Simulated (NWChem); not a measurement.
Species: CrN₂H₂Cl₂; SMILES [NH]=[Cr]([Cl])([Cl])=[NH]

Computed with NWChem. All runs use the structure optimised with PBE0/def2-SVP. No frequency run checked for a minimum. Level MN15/def2-SVP: energy and gradient on several grids; changes count from the extra-fine grid, which is no exact limit either.

Problem. Which is the coarsest grid (coarse; xcoarse; medium; fine; xfine) from which on the energy stays within 50 μHa and each gradient component within 100 μHa/bohr of xfine?

Solution. medium.
| grid | size of the energy change (μHa) | largest change of a gradient component (μHa/bohr) |
|---|---|---|
| xcoarse | 4000 | 4000 |
| coarse | 300 | 100 |
| medium | < 10 | 50 |
| fine | < 10 | < 30 |
| xfine | < 10 | < 30 |
